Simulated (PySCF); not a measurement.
Zr(OiPr)F3, C3H7F3OZr (singlet state).
Cartesian coordinates in Å at the PBE0-D3(BJ)/def2-SVP level; atoms count from 1:
```xyz
15
C3H7F3OZr angstrom
Zr    -0.5956   -0.7324   -2.3782
O      0.0371   -0.4414   -0.6163
C      0.4886   -0.1430    0.6823
C     -0.6408   -0.3609    1.6732
C      1.0407    1.2707    0.7154
H      1.3069   -0.8506    0.9126
H     -1.4715    0.3321    1.4660
H     -0.2947   -0.1878    2.7031
H     -1.0223   -1.3902    1.6058
H      1.8513    1.3891   -0.0185
H      0.2469    1.9969    0.4788
H      1.4405    1.5093    1.7123
F      0.7246   -0.1453   -3.6254
F     -2.1965    0.2710   -2.6484
F     -0.9480   -2.5938   -2.6187
```

Level of theory: PBE0-D3(BJ)/def2-SVP geometry optimisation, gas phase, def2 core potentials past Kr in PySCF.

Masses are those of the commonest isotopes; rigid-rotor values at the optimised geometry. 

Problem. What are A, B and C (GHz)?

Solution. Ia = 248.29, Ib = 660.44, Ic = 707.27 u·Å²; 505379 MHz·u·Å²/I gives 2035, 765.2 and 714.5 MHz, that is A = 2.0354, B = 0.7652, C = 0.7145 GHz.

Problem. Classify the top.

Solution. A near-prolate asymmetric top: κ = (2 × 765.2 − 2035 − 714.5)/(2035 − 714.5) = -0.92.

Problem. Is it planar, by Δ = Ic − Ia − Ib?

Solution. Not planar: Δ = Ic − Ia − Ib = -201.46 u·Å². For a rigid frame Δ = −2 Σ m c², so Σ m c² = 100.73 u·Å² lies off the ab plane: 5.67 from hydrogen and 95.06 from heavier atoms. The atom farthest from that plane is 1.86 Å away.

Problem. Give the other two planar moments, Paa and Pbb, and the rms extents of the mass along the axes.

Solution. Paa = Σ m a² = (Ib + Ic − Ia)/2 = 559.71 and Pbb = Σ m b² = (Ia + Ic − Ib)/2 = 147.56 u·Å². With the mass M = 205.95 u, the rms extents √(P/M) along a, b and c are 1.65, 0.85, 0.70 Å.

Problem. Which lines would a microwave search look for?

Solution. The dipole components are |μa| = 3.22 D, |μb| = 0.00 D, |μc| = 0.37 D. Intensities carry the squares of the components, which stand as 1.00 : 0.00 : 0.01 (a : b : c). Some lines, for components of 0.1 D or more:

| type | branch | J(Ka,Kc) | MHz | lower level (cm⁻¹) |
| --- | --- | --- | --- | --- |
| a | Q | 3(1,2) ← 3(1,3) | 304 | 0.334 |
| c | Q | 5(1,5) ← 5(0,5) | 957 | 0.739 |
| c | R | 1(1,0) ← 0(0,0) | 2801 | 0.000 |
| a | R | 3(2,1) ← 2(2,0) | 4445 | 0.321 |
| a | R | 5(3,2) ← 4(3,1) | 7404 | 0.883 |
| a | R | 5(2,3) ← 4(2,2) | 7425 | 0.667 |
| c | R | 5(1,4) ← 4(0,4) | 9086 | 0.493 |
| c | Q | 5(5,1) ← 5(4,1) | 11657 | 1.432 |
| c | R | 5(4,2) ← 4(3,2) | 16468 | 0.883 |
| c | R | 5(5,0) ← 4(4,0) | 19059 | 1.185 |

Problem. Estimate the classical rotational partition function at 100 K, 200 K and 298.15 K.

Solution. Point group C1, symmetry number σ = 1; q = (√π/σ)·√((kT/h)³/(ABC)), k/h = 20836.6 MHz/K: 160000 at 100 K, 452000 at 200 K, 823000 at 298.15 K.

Stationary, but not proved a minimum. No vibrational averaging or centrifugal distortion is included, and the geometry carries the error of its method. A rigid rotor knows nothing of internal rotation, which can split or shift real lines.
